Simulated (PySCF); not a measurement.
Structure problem from calculated spectra and properties.

Formula: C5H6F2OSi.

* Dipole: 2.79 D [CAM-B3LYP/def2-SVPD]
* UV, strongest line: among the 8 lowest singlet transitions: S2 at 5.63 eV (220 nm, f = 0.386) [TDDFT CAM-B3LYP/def2-SVPD]
* Rotational structure: rotational constants A, B, C: 4.524, 0.437, 0.418 GHz [GFN2-xTB]
* UV, first state: lowest singlet excitation: 5.49 eV (226 nm, f = 0.005) [TDDFT CAM-B3LYP/def2-SVPD]
* Triplet: lowest triplet excitation (Tamm–Dancoff): 3.47 eV [TDA CAM-B3LYP/def2-SVPD]
* 13C NMR: chemical shifts (computed TMS as zero) by class: 153.0 (1 C), 117.7 (1 C), 90.3 (1 C), 85.6 (1 C), 67.6 (1 C) ppm [GIAO PBE0/pcSseg-1]

Gas-phase values; electronic properties from PySCF, density fitting. Levels stand in brackets. Geometry: GFN2-xTB, one conformer, isolated molecule. NMR values are class means; diastereotopic atoms form classes of their own.

Task: Propose a structure and show how it fits.

Result: Numbering: `[CH:1]#[C:2]/[CH:3]=[CH:4]/[CH2:5][O:6][SiH:7]([F:8])[F:9]`. Its formula, C5H6F2OSi, gives 3 degrees of unsaturation: 0 rings and 3 π bonds in the structure found. 5 carbons fall into 5 classes; from least to most shielded: alkene CH carbon [C4] (153.0 ppm), alkene CH carbon [C3] (117.7 ppm), terminal alkyne carbon [C1] (90.3 ppm), alkyne carbon [C2] (85.6 ppm), sp3 carbon bound to oxygen [C5] (67.6 ppm). The optimised geometry has point group C1 and is an asymmetric top. Structure: `C#C/C=C/CO[SiH](F)F`. Computed isomers that give other values at the same levels: `C#C/C=C\CO[SiH](F)F` (13C chemical shifts (computed TMS as zero) by class: 152.5 (1 C), 118.8 (1 C), 96.8 (1 C), 82.7 (1 C), 65.7 (1 C) ppm); `FCC1=C[Si@@H](F)C=CO1` (13C chemical shifts (computed TMS as zero) by class: 171.1 (1 C), 162.3 (1 C), 107.6 (1 C), 100.7 (1 C), 84.0 (1 C) ppm); `CC1=CC=CO[Si]1(F)F` (13C chemical shifts (computed TMS as zero) by class: 155.3 (1 C), 151.9 (1 C), 130.5 (1 C), 110.6 (1 C), 23.6 (1 C) ppm). The assignments are read from this structure; whether some other isomer fits the data as well wasn't checked.

Conformer computed: `[CH:1]#[C:2]/[CH:3]=[CH:4]/[CH2:5][O:6][SiH:7]([F:8])[F:9]`: C3–C4–C5–O6 133°, C4–C5–O6–Si7 168°, C5–O6–Si7–F8 -59°.
